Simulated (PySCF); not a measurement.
Compound: C6H11O3S (charge -1).
SMILES with atom numbers: `[CH3:1][C@@H:2]([CH2:3][CH:4]1[CH2:5][CH2:6]1)[S:7](=[O:8])(=[O:9])[O-:10]` (hydrogens: H11, H12, H13 on C1; H14 on C2; H15, H16 on C3; H17 on C4; H18, H19 on C5; H20, H21 on C6)

Geometry (PBE0-D3(BJ)/def2-SVP, Å), atoms numbered from 1 in this order:
```
atom  x, y, z in Å
C1    -1.687   -1.452    0.462
C2    -0.841   -0.254    0.072
C3     0.511   -0.661   -0.501
C4     1.517    0.458   -0.587
C5     2.984    0.159   -0.624
C6     2.371    0.785    0.600
S7    -1.796    0.751   -1.136
O8    -1.922   -0.140   -2.315
O9    -0.975    1.963   -1.380
O10   -3.070    1.028   -0.437
H11   -1.197   -2.053    1.249
H12   -2.670   -1.113    0.817
H13   -1.851   -2.088   -0.422
H14   -0.706    0.421    0.934
H15    0.934   -1.480    0.114
H16    0.323   -1.077   -1.507
H17    1.144    1.309   -1.168
H18    3.631    0.773   -1.257
H19    3.292   -0.890   -0.559
H20    2.587    1.836    0.813
H21    2.266    0.161    1.494
```

The calculation used PySCF 2.14.0, PBE0-D3(BJ)/def2-SVP geometry optimisation, gas phase.

Masses are those of the commonest isotopes; rigid-rotor values at the optimised geometry. The values belong to one conformer with, in the numbering `[CH3:1][C@@H:2]([CH2:3][CH:4]1[CH2:5][CH2:6]1)[S:7](=[O:8])(=[O:9])[O-:10]`, C1–C2–C3–C4 -166°, C2–C3–C4–C5 157°, C1–C2–S7–O8 -65°.

Problem. Give the principal moments of inertia and the rotational constants in MHz.

Solution. Ia = 242.73, Ib = 676.39, Ic = 760.40 u·Å²; 505379 MHz·u·Å²/I gives A = 2082, B = 747.2, C = 664.6 MHz.

Problem. Classify the top.

Solution. An asymmetric top: κ = (2 × 747.2 − 2082 − 664.6)/(2082 − 664.6) = -0.88.

Problem. What does the inertial defect say?

Solution. Not planar: Δ = Ic − Ia − Ib = -158.73 u·Å². For a rigid frame Δ = −2 Σ m c², so Σ m c² = 79.36 u·Å² lies off the ab plane: 12.63 from hydrogen and 66.74 from heavier atoms. The atom farthest from that plane is 1.63 Å away.

Problem. Give the other two planar moments, Paa and Pbb, and the rms extents of the mass along the axes.

Solution. Paa = Σ m a² = (Ib + Ic − Ia)/2 = 597.03 and Pbb = Σ m b² = (Ia + Ic − Ib)/2 = 163.37 u·Å². With the mass M = 163.04 u, the rms extents √(P/M) along a, b and c are 1.91, 1.00, 0.70 Å.

Problem. Where do the levels up to J = 5 lie, in cm⁻¹?

Solution. Above 0(0,0):
J = 1: 1(0,1) 0.0471, 1(1,1) 0.0916, 1(1,0) 0.0944
J = 2: 2(0,2) 0.1412, 2(1,2) 0.1831, 2(1,1) 0.1913, 2(2,1) 0.3249, 2(2,0) 0.3250
J = 3: 3(0,3) 0.2819, 3(1,3) 0.3201, 3(1,2) 0.3366, 3(2,2) 0.4662, 3(2,1) 0.4668, 3(3,1) 0.6958, 3(3,0) 0.6958
J = 4: 4(0,4) 0.4691, 4(1,4) 0.5027, 4(1,3) 0.5303, 4(2,3) 0.6544, 4(2,2) 0.6563, 4(3,2) 0.8844, 4(3,1) 0.8844, 4(4,1) 1.2055, 4(4,0) 1.2055
J = 5: 5(0,5) 0.7021, 5(1,5) 0.7308, 5(1,4) 0.7720, 5(2,4) 0.8896, 5(2,3) 0.8939, 5(3,3) 1.1202, 5(3,2) 1.1203, 5(4,2) 1.4412, 5(4,1) 1.4412, 5(5,1) 1.8541, 5(5,0) 1.8541
The levels of one J sum to (2J + 1)J(J + 1)(A + B + C)/3.

Problem. Which lines would a microwave search look for?

Solution. The dipole components (about the centre of mass, as the species is charged) are |μa| = 6.27 D, |μb| = 3.16 D, |μc| = 0.54 D. The squared components, which scale the intensities, stand as 1.00 : 0.25 : 0.01 (a : b : c). Some lines, for components of 0.1 D or more:

```
type  branch         J(Ka,Kc)   MHz  lower level (cm⁻¹)
   c       Q  2(1,2) ← 2(0,2)  1256               0.141
   c       Q  1(1,1) ← 1(0,1)  1335               0.047
   a       R  1(0,1) ← 0(0,0)  1412               0.000
   b       Q  1(1,0) ← 1(0,1)  1417               0.047
   b       R  2(0,2) ← 1(1,1)  1485               0.092
   b       Q  2(1,1) ← 2(0,2)  1504               0.141
   a       R  2(1,2) ← 1(1,1)  2741               0.092
   b       R  1(1,1) ← 0(0,0)  2747               0.000
   a       R  2(0,2) ← 1(0,1)  2820               0.047
   c       R  1(1,0) ← 0(0,0)  2829               0.000
   a       R  2(1,1) ← 1(1,0)  2906               0.094
   c       Q  2(2,1) ← 2(1,1)  4005               0.191
   b       Q  2(2,0) ← 2(1,1)  4008               0.191
   b       R  2(1,2) ← 1(0,1)  4076               0.047
   b       Q  2(2,1) ← 2(1,2)  4252               0.183
   c       R  2(1,1) ← 1(0,1)  4324               0.047
   b       R  2(2,1) ← 1(1,0)  6911               0.094
   c       R  2(2,0) ← 1(1,0)  6914               0.094
   c       R  2(2,1) ← 1(1,1)  6993               0.092
   b       R  2(2,0) ← 1(1,1)  6997               0.092
```

Problem. Estimate the classical rotational partition function at 10 K, 200 K and 500 K.

Solution. Point group C1, symmetry number σ = 1; q = (√π/σ)·√((kT/h)³/(ABC)), k/h = 20836.6 MHz/K: 5240 at 10 K, 469000 at 200 K, 1850000 at 500 K.

No PBE0-D3(BJ)/def2-SVP frequencies stand behind this structure, so it isn't proved a minimum. These are rigid-rotor constants of the computed structure; measured ground-state constants (B0) also hold zero-point vibration. A rigid rotor knows nothing of internal rotation, which can split or shift real lines.
